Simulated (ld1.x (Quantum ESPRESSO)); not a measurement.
# titanium (Ti): one change to a PAW potential, before and after

* Element: Ti (Z = 22)
* Generator: ld1.x (Quantum ESPRESSO) 7.5
* Type: PAW
* Functional: PBEsol
* Relativity: scalar-relativistic
* Frozen core: [Ne]
* Valence charge: 12
* Reference configuration: 3s2 3p6 3d2 4s1.5 4p0.5
* Partial waves: 3s (bound): rcut 1.35, rcutus 1.50 bohr; 4s (bound): rcut 1.35, rcutus 1.50 bohr; 3p (bound): rcut 1.90, rcutus 2.10 bohr; 4p (bound): rcut 1.90, rcutus 2.10 bohr; 3d (bound): rcut 1.35, rcutus 1.75 bohr; 3d channel at 0.05 Ry: rcut 1.35, rcutus 1.75 bohr
* Local potential: all-electron potential smoothed inside 1.45 bohr (lloc = -2)
* Core correction: Bessel-smoothed model core inside 1.00 bohr
* Augmentation charge: BESSEL, radius 1.50 bohr

All-electron outer shells of the reference configuration (PBEsol, scalar-relativistic, ld1.x):

```
shell  level (eV)  outermost node (bohr)  outermost maximum (bohr)
   2s     -536.89                   0.09                      0.27
   2p     -444.59                      –                      0.22
   3s      -63.14                   0.40                      0.87
   3p      -39.46                   0.37                      0.90
   3d       -4.90                      –                      0.98
   4s       -4.87                   1.24                      2.88
   4p       -1.78                   1.39                      3.75
```

Change: waves 3p (bound): rcut 1.56, rcutus 1.66 bohr; 4p (bound): rcut 1.56, rcutus 1.66 bohr.

Cutoffs: the cutoffs (Ry, on a coarse ladder) from which the occupation-weighted sum of valence levels, in a spherical-Bessel basis at the reference potential, stays within 10 and 1 mRy of its value at 400 Ry; they do not see the model core or the augmentation charge, which bear on the density cutoff. Errors are all-electron minus pseudo energies relative to the spin-unpolarised reference configuration.

**Question.** What does the change do?

**Answer.** The potential gets neither clearly harder nor softer (35 Ry and 50 Ry → 35 Ry and 55 Ry); of the 7 tests that both files solve, the error grows in 0 and shrinks in 5 by more than 15 % and 0.3 meV (median size 1.4 → 0.7 meV); neither file shows a bound ghost. Less of the atom is replaced, so other configurations are described better.

| quantity | base | changed |
| --- | --- | --- |
| cutoff, loose | 35 Ry | 35 Ry |
| cutoff, tight | 50 Ry | 55 Ry |
| bound ghosts | none | none |
| error for 3s2 3p6 3d2 4s2 4p0, meV [ΔE -1.53 eV] | +0.2 | +0.1 |
| error for 3s2 3p6 3d2 4s1 4p0, meV [ΔE 5.83 eV] | -0.5 | -0.4 |
| error for 3s2 3p6 3d2 4s0 4p0, meV [ΔE 19.30 eV] | -1.4 | -1.0 |
| error for 3s2 3p6 3d3 4s0 4p0, meV [ΔE 5.83 eV] | -7.7 | -3.7 |
| error for 3s2 3p6 3d2 4s0 4p1, meV [ΔE 9.61 eV] | +1.4 | -0.3 |
| error for 3s2 3p6 3d1 4s2 4p1, meV [ΔE 3.17 eV] | +1.4 | +0.7 |
| error for 3s2 3p5 3d2 4s2 4p0, meV [ΔE 43.94 eV] | -26 | -20 |
| lowest overlap eigenvalue by channel | s 0.26, p 0.11, d 0.88 | s 0.26, p 0.17, d 0.88 |
